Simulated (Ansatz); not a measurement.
AlClFHZn, relaxed with RKS PBE0-D4/def2-TZVP in Ansatz 0.2.0 from a PBE-D4/def2-SVP geometry. The force threshold is 0.005 eV/Å; the program also tests the step.

The species carries charge 0 and has multiplicity 1. The bonds changed during the relaxation, so this is another structure than the one it started from.

Start:

```xyz
5

F    -1.264   -0.545    1.166
Al    0.125    0.043    0.418
Cl    0.106    2.099   -0.119
Zn   -0.460   -0.860   -2.088
H     1.494   -0.736    0.623
```

| step | energy (eV) | largest force (eV/Å) | largest move (Å) |
| --- | --- | --- | --- |
| 1 | -70261.7921 | 0.592 | 0.000 |
| 2 | -70261.8133 | 0.395 | 0.035 |
| 3 | -70261.8238 | 0.044 | 0.049 |
| 4 | -70261.8243 | 0.012 | 0.012 |
| 5 | -70261.8244 | 0.003 | 0.006 |

End:

```xyz
5

F    -1.246   -0.539    1.122
Al    0.138    0.064    0.453
Cl    0.123    2.099   -0.074
Zn   -0.508   -0.918   -2.146
H     1.493   -0.705    0.645
```

It took 8.5 s on 4 threads of a server CPU on a shared host, with 0.44 GiB of host memory at the peak.
